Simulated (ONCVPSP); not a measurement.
**Before and after: ONCV potential for rhodium**

ONCVPSP 4.0.1 input, shortened (lines: element, Z, core and valence counts, functional; n l f; lmax; l rc ep ncon nbas qcut; lloc lpopt rc5 dvloc0; l nproj debl; icmod fcfact rcfact), PBEsol, scalar-relativistic:

```
  Rh 45.00    6    4  -116133      upf
    1    0    2.00
    2    0    2.00
    2    1    6.00
    3    0    2.00
    3    1    6.00
    3    2   10.00
    4    0    2.00
    4    1    6.00
    4    2    8.00
    5    0    0.75
    2
    0    1.75    0.00    4    7    7.30
    1    1.80    0.00    3    7    7.50
    2    1.30    0.00    4    7    7.60
    2    5    1.30    0.00
    0    2    2.70
    1    1    3.70
    2    0    0.90
    0    0.00    0.00
```

All-electron outer shells of the reference configuration (PBEsol, scalar-relativistic, ld1.x):

| shell | level (eV) | outermost node (bohr) | outermost maximum (bohr) |
| --- | --- | --- | --- |
| 3d | -302.38 | – | 0.29 |
| 4s | -84.22 | 0.47 | 0.88 |
| 4p | -52.18 | 0.47 | 0.94 |
| 4d | -7.74 | 0.46 | 1.15 |
| 5s | -5.85 | 1.19 | 2.60 |

Change: s: qcut 10.7; p: qcut 11; d: qcut 11.2.

Cutoffs: the cutoffs (Ha) at which the residual kinetic energy of the hardest occupied pseudo-wave falls to 1 and 0.1 mHa per electron; they do not see the model core or the augmentation charge, which bear on the density cutoff. Errors are all-electron minus pseudo energies relative to the spin-unpolarised reference configuration.

**Question.** Predict the effect on cutoff, ghosts and configuration errors.

**Answer.** The potential gets neither clearly harder nor softer (28 Ha and 55 Ha → 31 Ha and 39 Ha); the d channel sets the loose cutoff, while the largest relative change is in s, which becomes harder; of the 4 tests that both files solve, the error grows in 0 and shrinks in 3 by more than 15 % and 0.3 meV (median size 1.5 → 1.2 meV); neither file shows a bound ghost.

```tsv
quantity	base	changed
cutoff, loose	28 Ha	31 Ha
cutoff, tight	55 Ha	39 Ha
loose cutoff by channel	s 17 Ha, p 17 Ha, d 28 Ha	s 28 Ha, p 24 Ha, d 31 Ha
bound ghosts	none	none
GHOST(+) flags under 300 eV	none	none
error for 4s2 4p6 4d8 5s1, meV [ΔE -1.27 eV]	+0.2	+0.3
error for 4s2 4p6 4d8 5s0, meV [ΔE 6.19 eV]	-1.5	-1.2
error for 4s2 4p6 4d7 5s0, meV [ΔE 25.70 eV]	-1.5	-1.1
error for 4s2 4p5 4d8 5s1, meV [ΔE 55.33 eV]	-67	-47
s: phases at 1.78 bohr within 0.05 rad from the reference energy up to (Ha; the scan ends near 5)	to the end of the scan	to the end of the scan
p: phases at 1.83 bohr within 0.05 rad from the reference energy up to (Ha; the scan ends near 5)	0.3	0.5
d: phases at 1.32 bohr within 0.05 rad from the reference energy up to (Ha; the scan ends near 5)	to the end of the scan	to the end of the scan
```
